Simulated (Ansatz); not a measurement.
Reaction (isomerisation): `FC1C=N[SiH2]1` → `N=C=C(F)[SiH3]`

Calculated with Ansatz (gas phase, PBE0-D4/def2-TZVP geometries, no zero-point term in ΔE). CCSD(T)/CBS is the MP2 limit (def2-TZVPP, def2-QZVPP) plus CCSD(T) − MP2 in def2-TZVPP, frozen cores. DFT in def2-TZVPP. HSE06 is defined as in plane-wave codes. Each species was taken in one conformer, which may not be the lowest.

Problem. Is it downhill or uphill in electronic energy at CCSD(T)/CBS, and by how much? (Estimate.)

Solution. Ansatz gave: Uphill: ΔE = +80.7 kJ/mol.

Problem. What do these levels give: LDA (SPW92), PBE-D4, r2SCAN-D4, PBE0-D4, PBE-QIDH, HSE06, RPA@PBE/def2-TZVPP, MP2/def2-SVP, CCSD/def2-SVP, SCS-MP2/def2-QZVPP, HF/CBS(def2), MP2/CBS(def2)? (Estimate.)

Solution. The calculation gave: LDA (SPW92) 68.7, PBE-D4 58.0, r2SCAN-D4 60.8, PBE0-D4 74.3, PBE-QIDH 87.6, HSE06 73.3, RPA@PBE/def2-TZVPP 75.9, MP2/def2-SVP 69.2, CCSD/def2-SVP 65.7, SCS-MP2/def2-QZVPP 82.0, HF/CBS(def2) 75.6, MP2/CBS(def2) 87.4 kJ/mol.

Largest T1 diagnostic among the species: 0.015.

At CCSD(T), def2-SVP lies −17.7 kJ/mol from the extrapolated value and def2-TZVPP −3.3 kJ/mol. From BLYP to BHLYP (50 % exact exchange), in def2-TZVPP and without D4, ΔE moves by +33.6 kJ/mol.
